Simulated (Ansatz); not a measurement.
Species: BN₂H₄Cl, charge 0, singlet. BN2H4Cl (SMILES NB(N)Cl).
B3LYP-D3(BJ)/def2-TZVP minimum from Ansatz (an electronic-structure program):
```xyz
8

B      0.3720     0.2470     0.0024
Cl    -1.1284    -0.7490    -0.0074
N      0.3390     1.4854    -0.6623
H      1.1238     2.1110    -0.7124
H     -0.4850     1.8158    -1.1303
N      1.4944    -0.2683     0.6743
H      2.3751     0.2116     0.7352
H      1.4747    -1.1588     1.1368
```

Total energies in hartree (Ansatz). Radicals and triplets start from unrestricted determinants; spin-orbit coupling is neglected. Cores are frozen in correlated methods. No relativity. For partners of very few electrons the exact lower level stands in for a higher one.

| species | HF/cc-pV(T+d)Z | CCSD(T)/cc-pV(T+d)Z | HF/cc-pV(Q+d)Z | CCSD(T)/cc-pV(Q+d)Z | CCSD(T)/cc-pV(D+d)Z | CCSDT(Q)/cc-pV(D+d)Z |
|---|---|---|---|---|---|---|
| 1: BN2H4Cl (SMILES NB(Cl)N) | -595.62910 | -596.40705 | -595.64321 | -596.47457 | -596.18260 | -596.18468 |
| 2: B (doublet) | -24.53207 | -24.59810 | -24.53297 | -24.60084 | -24.58941 | -24.58977 |
| 3: Cl (doublet) | -459.48556 | -459.67356 | -459.48916 | -459.69449 | -459.60403 | -459.60445 |
| 4: N (quartet) | -54.40069 | -54.51471 | -54.40372 | -54.52482 | -54.47850 | -54.47866 |
| 5: H (doublet) | -0.49981 | -0.49981 | -0.49995 | -0.49995 | -0.49928 | -0.49928 |

Question: Work out the atomisation energy (electronic, to ground-state atoms) in kJ/mol: take Hartree-Fock from cc-pV(Q+d)Z, extrapolate the CCSD(T) correlation energy as X^-3 (X = 3, 4), and add CCSDT(Q) - CCSD(T) in cc-pV(D+d)Z. 1 hartree = 2625.5 kJ/mol.

Answer: 
Species 1: correlation (64·(-0.83136) - 27·(-0.77795))/37 = -0.87033; step -0.00208; E1 = -595.64321 + (-0.87033) + (-0.00208) = -596.51562
Species 2: correlation (64·(-0.06787) - 27·(-0.06603))/37 = -0.06921; step -0.00036; E2 = -24.53297 + (-0.06921) + (-0.00036) = -24.60254
Species 3: correlation (64·(-0.20533) - 27·(-0.18800))/37 = -0.21798; step -0.00042; E3 = -459.48916 + (-0.21798) + (-0.00042) = -459.70756
Species 4: correlation (64·(-0.12110) - 27·(-0.11402))/37 = -0.12627; step -0.00016; E4 = -54.40372 + (-0.12627) + (-0.00016) = -54.53015
Species 5: correlation (64·(0.00000) - 27·(0.00000))/37 = 0.00000; step +0.00000; E5 = -0.49995 + (0.00000) + (+0.00000) = -0.49995
-1·E1 +1·E2 +1·E3 +2·E4 +4·E5 = 1.14542 hartree = 3007.3 kJ/mol.
